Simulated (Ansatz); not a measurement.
Species: sum formula SiN$_{3}$H$_{6}$, net charge 0, doublet state. It need not be the lowest isomer of its formula. 
Geometry from a B3LYP-D3(BJ)/def2-TZVP (Ansatz, a program for electronic structure) optimisation:
SMILES: N[SiH](N)[NH]
```xyz
10

N     -1.2336     1.1137    -0.5133
Si     0.0195     0.1760     0.2815
N      1.3689     0.0572    -0.7683
N     -0.3944    -1.4291     0.6948
H     -0.9120     1.9685    -0.9743
H      0.1932     0.8802     1.5825
H      2.1083    -0.6027    -0.5879
H      1.6721     0.8176    -1.3530
H     -0.9359    -1.6109     1.5249
H     -0.5847    -2.1093    -0.0250
```
Charge 0, spin multiplicity 2.

Total electronic energies in hartree. Correlated levels leave the core frozen unless marked. Open shells are spin-unrestricted. Spin-orbit coupling is left out. Non-relativistic unless marked X2C. Basis-set limits of correlation are two-point, X^-3; Hartree-Fock from the larger set.

```csv
level,program,energy (Eh)
HF/aug-cc-pV(T+d)Z,Ansatz,-455.91344
HF/cc-pwCVTZ,Ansatz,-455.91044
RI-HF/cc-pV(Q+d)Z,Ansatz,-455.92567
SVWN5/def2-TZVPD,Ansatz,[?]
PBE-D4/def2-TZVPD,Ansatz + dftd4,-457.11141
revPBE-D3(BJ)/def2-TZVPD,Ansatz + dftd3,-457.36158
r2SCAN/def2-TZVPD,Ansatz,-457.34565
r2SCAN-D4/def2-TZVPD,Ansatz + dftd4,-457.34731
PBE0/6-31G*,Ansatz,-457.02037
BHLYP-D3(BJ)/def2-TZVPD,Ansatz + dftd3,-457.38108
LC-wPBE-D3(BJ)/def2-TZVPD,Ansatz + dftd3,-457.27844
RPA@PBE/cc-pV(T+d)Z,Ansatz,[?]
MP2/STO-3G,Ansatz,-450.45718
MP2/6-31G*,Ansatz,-456.31923
SCS-MP2/6-31G,Ansatz,-456.01026
SCS-MP2/cc-pV(D+d)Z,Ansatz,-456.39385
SCS-MP2/cc-pVTZ,Ansatz,-456.62197
SCS-MP2/cc-pwCVTZ,Ansatz,-456.64230
CCSD(T)/6-31G,Ansatz,-456.05159
CCSD(T)/6-31G*,Ansatz,-456.37619
X2C-CCSD(T)/cc-pVTZ-DK,Ansatz,-457.37859
"CCSD(T)/CBS(aug-cc-pV(T+d)Z,aug-cc-pV(Q+d)Z)",Ansatz,-456.8007
"CCSD(T)/CBS(cc-pV(T+d)Z,cc-pV(Q+d)Z)",Ansatz,-456.8003
```

Problem. What belongs in the gaps?

Solution. 
- SVWN5/def2-TZVPD, energy (Eh): -454.92994
- RPA@PBE/cc-pV(T+d)Z, energy (Eh): -457.06210
